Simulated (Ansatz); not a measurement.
SbFBr₂, SMILES [F][Sb]([Br])[Br].

Coordinates come from a PBE0-D3(BJ)/def2-SVP optimisation. The def2 effective core potentials stand for the cores of Sb; spin–orbit coupling is left out.

Two levels are set side by side: PBE/def2-SVPD (Ansatz, an electronic-structure program) and CAM-B3LYP/def2-SVPD (Ansatz). Energy differences of separate SCF runs at the same geometry; the states with an electron removed or added have multiplicity 2 and 2. Differences are taken from unrounded values.

```
quantity                           CAM-B3LYP
---------------------------------  ---------
vertical ionisation energy (eV)        10.64
vertical electron affinity (eV)         0.76
vertical singlet–triplet gap (eV)       4.39
```

Q: What does PBE give, and how far is it from CAM-B3LYP? (The exact figures need the calculation; the answer reports its results.)

A: 
```
quantity                             PBE  PBE minus CAM-B3LYP
---------------------------------  -----  -------------------
vertical ionisation energy (eV)    10.15                -0.50
vertical electron affinity (eV)     0.65                -0.11
vertical singlet–triplet gap (eV)   4.13                -0.26
```
